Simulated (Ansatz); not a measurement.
What each rung costs, and what it gives

Saddle point of Si2H5F3, closed shell (SiHF₃ ([F][SiH]([F])[F]) + SiH₄ → Si₂H₃F₃ ([F][Si]([F])([F])[SiH3]) + H₂; bonds formed: Si1–Si7, H2–H6; bonds broken: Si1–H2, H6–Si7), PBE0-D4/def2-TZVP structure:

```csv
atom,x (Å),y (Å),z (Å)
Si1,-0.9649,0.1353,-0.8159
H2,0.7869,0.6232,-0.5466
F3,-0.7572,-0.4809,-2.2596
F4,-2.1422,-0.7076,-0.1630
F5,-1.5406,1.6005,-0.9859
H6,1.6543,0.6383,-0.0433
Si7,0.7748,-0.3304,1.0221
H8,0.2438,0.9902,1.4518
H9,0.8298,-1.0933,2.3195
H10,1.1154,-1.3754,0.0209
```

Barriers are electronic and count from the start structure reached by relaxing down the imaginary mode.

Computed with Ansatz 0.2.0 (basis: as named in each row); correlated methods freeze the cores. B3LYP uses VWN-RPA correlation. Extrapolation: Hartree–Fock as exp(−7.88 √X), correlation as X^−2.97.

Times are rough, for one single point on 8 threads of a shared host (Arm Neoverse N1).

The estimate by CCSD(T) at an estimated basis limit (MP2 extrapolated from triple and quadruple zeta, plus CCSD(T) − MP2 in triple zeta) is 3.391 eV.

```
      method       basis  time (s)  barrier (eV)  method less estimate
          HF      STO-3G   under 1         6.674                 3.283
      PBE-D4      STO-3G   under 1         4.179                 0.788
       SPW92    def2-SVP   under 1         2.376                -1.015
      PBE-D4    def2-SVP   under 1         2.739                -0.652
    B3LYP-D4       6-31G   under 1         3.571                 0.180
     PBE0-D4    def2-SVP         1         3.059                -0.331
       SPW92  def2-TZVPP         1         2.341                -1.050
      PBE-D4  def2-TZVPP         2         2.688                -0.703
     BLYP-D4  def2-TZVPP         2         3.078                -0.312
    BHLYP-D4  def2-TZVPP         2         3.671                 0.280
    B3LYP-D4  def2-TZVPP         2         3.293                -0.097
     PBE0-D4  def2-TZVPP         3         2.996                -0.395
CAM-B3LYP-D4  def2-TZVPP         3         3.440                 0.050
   r2SCAN-D4  def2-TZVPP         4         2.973                -0.418
     CCSD(T)    def2-SVP         4         3.729                 0.338
  r2SCAN0-D4  def2-TZVPP         4         3.181                -0.210
     wB97M-V    def2-SVP         4         3.307                -0.083
  RPA on PBE  def2-TZVPP         4         3.493                 0.102
      B2PLYP  def2-TZVPP         5         3.450                 0.060
    PBE-QIDH  def2-TZVPP         5         3.322                -0.069
     wB97X-V  def2-TZVPP         6         3.377                -0.014
      B97M-V  def2-TZVPP         7         3.016                -0.375
     wB97M-V  def2-TZVPP         8         3.276                -0.115
         MP2  def2-QZVPP        17         3.432                 0.041
     CCSD(T)  def2-TZVPP       140         3.471                 0.080
```

All methods are single points on the PBE0-D4 structures.

T1 diagnostic: at most 0.014.

Labels in which every atom is bracketed show which atoms are joined, not bond orders.
